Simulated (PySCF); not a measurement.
# Which basis set comes closest?

Molecule: SMILES O=Cc1cccs1, C$_{5}$H$_{4}$OS.

Cartesian coordinates in Å; atom numbers follow the order of the lines, from 1:
```xyz
11

O     1.832   -2.311    0.428
C     0.685   -2.055    0.153
C     0.162   -0.692    0.050
C     0.860    0.484    0.238
C     0.050    1.629    0.062
C    -1.250    1.307   -0.255
S    -1.494   -0.381   -0.343
H    -0.062   -2.866   -0.042
H     1.920    0.486    0.492
H     0.403    2.656    0.164
H    -2.080    1.988   -0.443
```

Geometry PBE0-D3(BJ)/def2-SVP throughout; GIAO in PySCF 2.14, gas phase, one conformer, non-relativistic; equivalent atoms averaged; functional PBE0.

Reference values (estimated from measurements, as parent shift plus tabulated substituent increments; solution, not stated per compound (mostly CDCl3 or CCl4); Pretsch, Buehlmann, Badertscher, Structure Determination of Organic Compounds, 4th ed. (2009)): δ(H9) = 7.78 ppm, δ(H10) = 7.22 ppm, δ(H11) = 7.78 ppm. Computed shifts are taken against TMS, calculated as an isolated molecule at each level.

**Question.** How do the basis sets STO-3G, pcSseg-0, 6-31G, 6-31G*, cc-pVDZ, def2-SVP, pcSseg-1, aug-cc-pVDZ, 6-311+G(2d,p), def2-TZVP, cc-pVTZ, IGLO-III, pcSseg-2 perform against the reference? Times are CPU seconds on shared hosts with different chips, so compare them loosely.

**Answer.** 
```csv
basis set,functions,H9,H10,H11,mean abs. error H,core-s
STO-3G,43,7.03,6.41,6.86,0.83,3.8
pcSseg-0,75,8.15,7.09,7.27,0.34,6.4
6-31G,75,8.31,7.33,7.54,0.29,7.3
6-31G*,110,7.99,7.10,7.29,0.27,11
cc-pVDZ,122,7.95,7.11,7.41,0.22,9.4
def2-SVP,122,7.97,7.02,7.22,0.32,8.1
pcSseg-1,146,8.17,7.32,7.49,0.26,12
aug-cc-pVDZ,201,8.22,7.31,7.79,0.18,19
"6-311+G(2d,p)",221,8.23,7.32,7.77,0.19,26
def2-TZVP,247,8.23,7.35,7.72,0.21,25
cc-pVTZ,270,8.16,7.27,7.71,0.17,30
IGLO-III,294,8.21,7.30,7.73,0.19,32
pcSseg-2,315,8.30,7.42,7.76,0.25,68
```

For ¹H the closest is cc-pVTZ (0.17 ppm, with aug-cc-pVDZ, IGLO-III, 6-311+G(2d,p) practically level) and the furthest STO-3G (0.83 ppm). Where a smaller basis beats a larger one, errors probably cancel; the largest sets show where the functional converges. One molecule is a small sample, and vibrational and solvent effects are absent from the calculation.

A small basis that lands close on one nucleus may do so by chance; judge by the trend and by all nuclei.
